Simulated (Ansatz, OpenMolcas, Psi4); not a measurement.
## GeH2 (SMILES [GeH2]): the vertical ionisation energy, rung by rung

GeH2 has 3 atoms, charge 0, and is taken as a singlet. SMILES: `[GeH2]`. The shape is that of a PBE0-D4/def2-TZVP optimisation.

```csv
atom,x (Å),y (Å),z (Å)
Ge,-0.5701,0.4051,-0.2637
H,0.7830,0.7436,0.5090
H,-0.2129,-1.1487,-0.2453
```

Each level gives the vertical ionisation energy (to the doublet cation) (eV). The values are calculated.

```json
{"level": "M06-2X/def2-TZVPPD", "kind": "hybrid meta-GGA", "program": "Psi4", "value (eV)": "9.26", "less CCSD(T)/def2-TZVPPD": "-0.21", "CPU time (all runs)": "46 s"}
{"level": "PBE0/def2-TZVPPD", "kind": "global hybrid", "program": "Psi4", "value (eV)": "9.39", "less CCSD(T)/def2-TZVPPD": "-0.08", "CPU time (all runs)": "31 s"}
{"level": "r2SCAN0/def2-TZVPPD", "kind": "hybrid meta-GGA", "program": "Ansatz", "value (eV)": "9.39", "less CCSD(T)/def2-TZVPPD": "-0.08", "CPU time (all runs)": "20 s"}
{"level": "CAM-B3LYP/def2-TZVPPD", "kind": "range-separated hybrid", "program": "Psi4", "value (eV)": "9.53", "less CCSD(T)/def2-TZVPPD": "+0.06", "CPU time (all runs)": "55 s"}
{"level": "HSE06/def2-TZVPPD", "kind": "range-separated hybrid", "program": "Ansatz", "value (eV)": "9.38", "less CCSD(T)/def2-TZVPPD": "-0.09", "CPU time (all runs)": "10 s"}
{"level": "RPA@PBE/def2-TZVPPD", "kind": "RPA", "program": "Ansatz", "value (eV)": "9.70", "less CCSD(T)/def2-TZVPPD": "+0.23", "CPU time (all runs)": "13 s"}
{"level": "CCSD(T)/def2-TZVPPD, open shells restricted", "kind": "coupled cluster or CI", "program": "OpenMolcas", "value (eV)": "9.47", "less CCSD(T)/def2-TZVPPD": "0.00", "CPU time (all runs)": "67 s"}
{"level": "CCSD/def2-TZVPPD", "kind": "coupled cluster or CI", "program": "Psi4", "value (eV)": "9.43", "less CCSD(T)/def2-TZVPPD": "-0.04", "CPU time (all runs)": "68 s"}
{"level": "FCI/STO-3G", "kind": "full CI, core frozen", "program": "Ansatz", "value (eV)": "6.18", "less CCSD(T)/def2-TZVPPD": "-3.29", "CPU time (all runs)": "0.93 s"}
```

Differences are taken from CCSD(T)/def2-TZVPPD, open shells restricted for orientation; it has basis-set and higher-order errors of its own. All-electron rows without a relativistic Hamiltonian named are non-relativistic. The values span 6.18 to 9.70 eV. High-level rows in very small sets aren't better than simpler rows in larger ones. In the correlated wave-function rows the outer d shell of Ge is correlated, in sets not made for it. Times are those of the runs behind each value, whatever else they computed, on shared processors of several kinds: orders of magnitude only.
